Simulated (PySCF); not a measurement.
A geometry optimisation, step by step.

Compound: BrH5OSi2.
Bonds: Si1–O2, O2–Si3, Si3–Br4. Hydrogens: H5, H6, H7 on Si1; H8, H9 on Si3.

Method: PySCF 2.14.0, PBE0-D3(BJ)/def2-SVP geometry optimisation, gas phase; density fitting, grid level 1; the optimiser is geomeTRIC in internal coordinates, started from a GFN2-xTB structure with every atom displaced at random (about 0.01 Å). The frame can shift and turn from step to step; on so coarse a grid that alone can change the energy by a few meV, and forces under 0.02 eV/Å are noise.

Step 0: E = -87901.0341 eV, largest atomic force 1.407 eV/Å
```
atom  x, y, z in Å  |  force x, y, z in eV/Å
Si1    -1.590   -0.154   -0.178   -0.872   0.811  -0.209
O2     -0.105    0.253    0.296    0.137   0.420   0.512
Si3     1.482    0.278    0.329    1.383  -0.258   0.031
Br4     2.261   -1.147   -1.176    0.143  -0.239  -0.215
H5     -2.159    1.122   -0.694   -0.395  -0.117  -0.107
H6     -2.247   -0.605    1.038   -0.657  -0.362   0.387
H7     -1.484   -1.152   -1.217   -0.172  -0.721  -0.640
H8      1.971    1.600   -0.079    0.216   0.340   0.089
H9      1.929   -0.212    1.649    0.219   0.127   0.153
```

Step 1: E = -87901.2418 eV, largest atomic force 0.292 eV/Å
```
atom  x, y, z in Å  |  force x, y, z in eV/Å
Si1    -1.624   -0.131   -0.174    0.263   0.123   0.036
O2     -0.083    0.282    0.317   -0.235   0.027   0.016
Si3     1.553    0.281    0.332   -0.007  -0.109  -0.086
Br4     2.311   -1.170   -1.179   -0.017  -0.002   0.013
H5     -2.308    1.079   -0.718    0.043  -0.018   0.017
H6     -2.378   -0.637    1.005   -0.005  -0.027   0.015
H7     -1.546   -1.177   -1.230   -0.007  -0.053  -0.026
H8      2.076    1.617   -0.042   -0.008   0.049  -0.002
H9      2.059   -0.161    1.656   -0.025   0.011   0.018
```

Step 2: E = -87901.2446 eV, largest atomic force 0.141 eV/Å
```
atom  x, y, z in Å  |  force x, y, z in eV/Å
Si1    -1.616   -0.128   -0.174    0.114   0.012  -0.005
O2     -0.086    0.290    0.324   -0.124   0.047   0.047
Si3     1.549    0.279    0.330    0.035  -0.052  -0.053
Br4     2.290   -1.186   -1.175   -0.004   0.010   0.014
H5     -2.296    1.084   -0.712    0.000   0.004  -0.003
H6     -2.373   -0.646    1.000   -0.005  -0.013  -0.004
H7     -1.533   -1.172   -1.235   -0.011  -0.012   0.002
H8      2.072    1.616   -0.050   -0.002  -0.002  -0.001
H9      2.051   -0.156    1.658   -0.003   0.006   0.004
```

Step 3: E = -87901.2459 eV, largest atomic force 0.098 eV/Å
```
atom  x, y, z in Å  |  force x, y, z in eV/Å
Si1    -1.608   -0.123   -0.174   -0.046  -0.059  -0.048
O2     -0.090    0.303    0.337    0.005   0.063   0.075
Si3     1.545    0.278    0.331    0.042  -0.012  -0.020
Br4     2.264   -1.203   -1.166    0.009   0.003   0.002
H5     -2.292    1.088   -0.709   -0.011   0.004  -0.006
H6     -2.371   -0.661    0.988   -0.002   0.004  -0.007
H7     -1.513   -1.164   -1.240   -0.002   0.011   0.009
H8      2.073    1.611   -0.061    0.002  -0.015  -0.002
H9      2.050   -0.148    1.662    0.003   0.001  -0.002
```

Step 4: E = -87901.2467 eV, largest atomic force 0.142 eV/Å
```
atom  x, y, z in Å  |  force x, y, z in eV/Å
Si1    -1.603   -0.122   -0.176   -0.104  -0.076  -0.058
O2     -0.094    0.317    0.351    0.069   0.056   0.072
Si3     1.542    0.279    0.335    0.022   0.006  -0.003
Br4     2.246   -1.213   -1.158    0.011  -0.001  -0.004
H5     -2.293    1.086   -0.712   -0.010   0.002  -0.005
H6     -2.373   -0.673    0.975    0.002   0.011  -0.003
H7     -1.491   -1.157   -1.245    0.006   0.016   0.006
H8      2.076    1.606   -0.069    0.002  -0.012  -0.002
H9      2.050   -0.141    1.665    0.003  -0.002  -0.003
```

Step 5: E = -87901.2478 eV, largest atomic force 0.124 eV/Å
```
atom  x, y, z in Å  |  force x, y, z in eV/Å
Si1    -1.597   -0.123   -0.181   -0.102  -0.056  -0.043
O2     -0.102    0.338    0.374    0.096   0.025   0.041
Si3     1.536    0.284    0.343   -0.015   0.019   0.011
Br4     2.221   -1.220   -1.145    0.008  -0.004  -0.006
H5     -2.297    1.076   -0.723   -0.004  -0.002  -0.002
H6     -2.377   -0.692    0.954    0.004   0.012   0.001
H7     -1.453   -1.153   -1.252    0.011   0.011  -0.001
H8      2.078    1.603   -0.074    0.000  -0.002   0.000
H9      2.050   -0.131    1.672    0.001  -0.003  -0.001
```

Step 6: E = -87901.2481 eV, largest atomic force 0.057 eV/Å
```
atom  x, y, z in Å  |  force x, y, z in eV/Å
Si1    -1.594   -0.129   -0.187   -0.043  -0.017  -0.015
O2     -0.108    0.348    0.386    0.056  -0.003   0.008
Si3     1.531    0.291    0.350   -0.026   0.015   0.010
Br4     2.213   -1.215   -1.139    0.002  -0.002  -0.003
H5     -2.300    1.063   -0.738    0.001  -0.004  -0.002
H6     -2.381   -0.701    0.941    0.003   0.005   0.001
H7     -1.426   -1.156   -1.256    0.009   0.002  -0.003
H8      2.076    1.607   -0.070   -0.002   0.005   0.003
H9      2.048   -0.126    1.678    0.000  -0.001   0.001
```

Step 7: E = -87901.2480 eV, largest atomic force 0.029 eV/Å
```
atom  x, y, z in Å  |  force x, y, z in eV/Å
Si1    -1.591   -0.137   -0.195    0.020   0.018   0.010
O2     -0.113    0.354    0.393   -0.002  -0.021  -0.016
Si3     1.526    0.299    0.359   -0.018   0.007   0.003
Br4     2.213   -1.202   -1.134   -0.002   0.001   0.002
H5     -2.301    1.047   -0.757    0.003  -0.004  -0.002
H6     -2.385   -0.708    0.929    0.000  -0.004  -0.001
H7     -1.402   -1.165   -1.258    0.003  -0.006  -0.004
H8      2.070    1.617   -0.058   -0.002   0.007   0.005
H9      2.043   -0.122    1.686   -0.001   0.002   0.002
```

Step 8: E = -87901.2479 eV, largest atomic force 0.050 eV/Å
```
atom  x, y, z in Å  |  force x, y, z in eV/Å
Si1    -1.590   -0.143   -0.200    0.040   0.026   0.016
O2     -0.116    0.354    0.395   -0.031  -0.022  -0.018
Si3     1.523    0.305    0.365   -0.003   0.001  -0.002
Br4     2.217   -1.191   -1.131   -0.003   0.003   0.004
H5     -2.300    1.037   -0.769    0.002  -0.003  -0.002
H6     -2.387   -0.713    0.922   -0.002  -0.006  -0.003
H7     -1.391   -1.173   -1.260    0.000  -0.007  -0.002
H8      2.064    1.625   -0.047   -0.002   0.005   0.005
H9      2.039   -0.118    1.691   -0.001   0.003   0.003
```

Step 9: E = -87901.2479 eV, largest atomic force 0.035 eV/Å
```
atom  x, y, z in Å  |  force x, y, z in eV/Å
Si1    -1.589   -0.147   -0.204    0.028   0.017   0.009
O2     -0.117    0.352    0.394   -0.031  -0.014  -0.008
Si3     1.521    0.309    0.368    0.009   0.000  -0.004
Br4     2.221   -1.184   -1.127   -0.001   0.003   0.004
H5     -2.299    1.031   -0.776    0.000  -0.002  -0.003
H6     -2.388   -0.717    0.918   -0.002  -0.005  -0.003
H7     -1.385   -1.179   -1.261   -0.001  -0.005   0.000
H8      2.059    1.632   -0.040   -0.002   0.002   0.003
H9      2.035   -0.115    1.695   -0.002   0.003   0.002
```

Step 10: E = -87901.2479 eV, largest atomic force under 0.02 eV/Å
```
atom  x, y, z in Å  |  force x, y, z in eV/Å
Si1    -1.587   -0.150   -0.207    0.008   0.005   0.000
O2     -0.118    0.352    0.393   -0.015  -0.006   0.002
Si3     1.520    0.312    0.371    0.011   0.001  -0.003
Br4     2.224   -1.180   -1.124    0.001   0.003   0.003
H5     -2.298    1.027   -0.782   -0.001  -0.001  -0.003
H6     -2.388   -0.721    0.913   -0.002  -0.003  -0.003
H7     -1.381   -1.182   -1.263    0.000  -0.003   0.000
H8      2.056    1.636   -0.035   -0.001   0.001   0.002
H9      2.032   -0.111    1.699   -0.002   0.002   0.002
```

Question: Summarise the path.

Answer: The energy falls by 4.93 kcal/mol from step 0 to step 10; nine tenths of that is first reached at step 1. It never rises by more than 0.2 meV. The largest force goes from 1.407 to under 0.02 eV/Å. Among the bonds Si1–O2 changes most, from 1.611 to 1.664 Å; the atoms move by 0.118 Å rms after alignment.

The cost below is that of the whole optimisation. Hardware: one thread, Arm Neoverse N1 (aarch64), shared host with 64 logical CPUs at a one-minute load of 55. Cost: 84 s of wall time, 0.43 GiB resident at most.
